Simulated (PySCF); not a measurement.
Computed shifts of a molecule C₄H₇BO, PySCF with PBE/pcSseg-1, GIAO, gas phase, equivalent atoms averaged, in ppm (number of nuclei): ¹³C: 85.8 (1), 75.3 (1), 17.2 (1), 5.8 (1). ¹H: 7.54 (1), 2.16 (2), 2.10 (1), 0.75 (3). References: ¹³C against TMS (σ = 182.0 ppm); ¹¹B against BF3 (σ = 83.9 ppm); ¹⁷O against H2O (σ = 334.3 ppm); ¹H against TMS (σ = 31.49 ppm), references at their B3LYP-D3(BJ)/def2-TZVP geometries, non-relativistic. Geometry optimised at B3LYP-D3(BJ)/def2-SVP. The values are those of a single conformer.

Problem. Which molecule gave these data?
A. OB1CC=CC1
B. C#CCB(C)O
C. CB1OC=C1C
D. CC#CB(C)O

Solution. B, C#CCB(C)O
